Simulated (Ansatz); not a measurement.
Consider the substitution at a C–Ge bond: `[CH3][Ge]([CH3])([CH3])[C]#N` + `C=COCO` → `C=COCOC` + `[CH3][GeH]([CH3])[C]#N`.

Gas-phase electronic energies from Ansatz, PBE0-D4/def2-TZVP geometries. CBS: MP2 limit from def2 TZ/QZ plus the TZ coupled-cluster correction, frozen cores. DFT in def2-TZVPP. For Ge outer-core shells are correlated without core-valence functions, which leaves a few kJ/mol of doubt a bond. Scalar relativity is left out up to krypton. Each species was taken in one conformer, which may not be the lowest.

`[CH3][Ge]([CH3])([CH3])[C]#N`:

Cartesian coordinates in Å:
```
C 1.745 -0.475 0.606
Ge -0.076 -0.141 0.006
C -1.050 1.047 1.200
C -0.158 0.433 -1.851
C -0.993 -1.856 0.083
N -1.536 -2.872 0.129
H 2.318 0.454 0.587
H 2.233 -1.200 -0.046
H 1.744 -0.866 1.624
H -2.085 1.151 0.872
H -0.583 2.034 1.203
H -1.043 0.653 2.217
H -1.195 0.537 -2.171
H 0.342 1.397 -1.963
H 0.336 -0.294 -2.496
```

`C=COCO`:

Z-matrix (Å, degrees):
```
C
O 1 1.375
O 1 1.414 2 108.9
H 1 1.095 2 107.3 3 118.8
H 1 1.100 2 112.8 3 -120.3
H 2 0.962 1 108.7 3 64.6
C 3 1.345 1 116.6 2 179.9
C 7 1.330 3 128.1 1 -2.1
H 7 1.085 3 110.3 1 178.1
H 8 1.081 7 118.6 3 -179.9
H 8 1.081 7 123.9 3 -0.3
```

`C=COCOC`:

```xyz
14

C    -1.017   -1.495    1.877
C    -0.974   -0.954    0.670
O     0.151   -0.953   -0.087
C     0.072   -0.199   -1.272
O    -0.004    1.163   -1.050
C     1.162    1.706   -0.469
H    -0.142   -1.947    2.326
H    -1.945   -1.492    2.430
H    -1.841   -0.481    0.212
H     0.974   -0.468   -1.834
H    -0.828   -0.466   -1.836
H     1.336    1.303    0.533
H     1.014    2.783   -0.406
H     2.042    1.500   -1.093
```

`[CH3][GeH]([CH3])[C]#N`:

Cartesian coordinates in Å:
```
C -0.459 1.653 0.278
Ge -0.472 -0.221 -0.238
C 1.268 -0.879 -0.800
C -0.970 -1.232 1.340
N -1.245 -1.823 2.290
H -1.442 1.953 0.641
H -0.196 2.272 -0.580
H 0.273 1.817 1.069
H -1.566 -0.527 -1.272
H 2.001 -0.717 -0.010
H 1.592 -0.349 -1.697
H 1.217 -1.946 -1.021
```

```csv
level,ΔE (eV)
r2SCAN,0.77
HF/def2-TZVPP,0.64
```

Question: What does CCSD(T)/CBS give? (Estimate.)

Answer: The calculation gave: +0.81 eV. The listed levels differ from it by -0.04, -0.17 eV.

Largest T1 diagnostic among the species: 0.012.

In def2-TZVPP, CCSD(T) changes the Hartree–Fock value by +0.15 eV (the triples alone add +0.01 eV) and MP2 by +0.24 eV.
